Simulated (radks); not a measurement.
Values are calculated unless marked as measured or tabulated.
Valence configurations of Tc III (all share [Kr]). Level of theory: Dirac Kohn-Sham, PBE, spin-unpolarised, spherical densities, finite nucleus; open shells fill j = l - 1/2 first; Fermi nuclear charge, rms radius 4.4112 fm (a radial shooting solver on a logarithmic mesh with Libxc functionals). Order these by energy: 4d4.5 5p0.5; 4d3 5p2; 4d4 5p1; 4d5; 4d2 5p3; 4d4.5 5s0.5; 4d3 5s1 5p1; 4d4 5s1; 4d3 5s2; 4d3.5 5s0.5 5p1.

Answer. From the lowest, in eV above it: 4d5 0.000; 4d4.5 5s0.5 2.152; 4d4 5s1 4.708; 4d4.5 5p0.5 4.776; 4d4 5p1 10.146; 4d3 5s2 11.457; 4d3.5 5s0.5 5p1 13.473; 4d3 5s1 5p1 17.251; 4d3 5p2 23.100; 4d2 5p3 39.165. NIST lists [Kr] 4d5 as the ground configuration; this level of theory agrees among the configurations tried. The energies are those of spherical spin-averaged densities, not of single terms.
